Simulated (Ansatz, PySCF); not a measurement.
Stretching the K1–H2 bond in KH (multiplicity 1 held). Energies count from the point at 2.265 Å.


Restricted levels (R-, RO-) in cc, def2 and unpolarised 6-31G sets keep to the state of the molecule at rest. Unrestricted levels (U-) break spin symmetry where that is lower. Levels need not reach the same state.

Cores are frozen in the correlated methods. Rows in 6-31G* carry no dispersion term and start afresh at each structure (6-31G* with six Cartesian d functions); the Pople sets are all-electron and without relativity.

Run with Ansatz (an electronic-structure program); PySCF for 6-31G* rows. Values without a source in brackets are computed.

Question: One of these levels gives 46.67 kcal/mol for the energy at R = 9.062 Å. Which one is it?
A. U-HF/6-31G*
B. U-B3LYP/def2-TZVPP
C. R-HF/6-31G*
D. R-SCS-MP2/def2-TZVPP

Answer: D, R-SCS-MP2/def2-TZVPP. The others give 95.12 (R-HF/6-31G*), 16.17 (U-HF/6-31G*), 41.94 (U-B3LYP/def2-TZVPP)

Doubts at one or more of the structures used: a restricted determinant that unrestricted orbitals would lower (R-HF/6-31G*, R-SCS-MP2/def2-TZVPP); a spin-contaminated determinant (U-HF/6-31G*, U-B3LYP/def2-TZVPP).
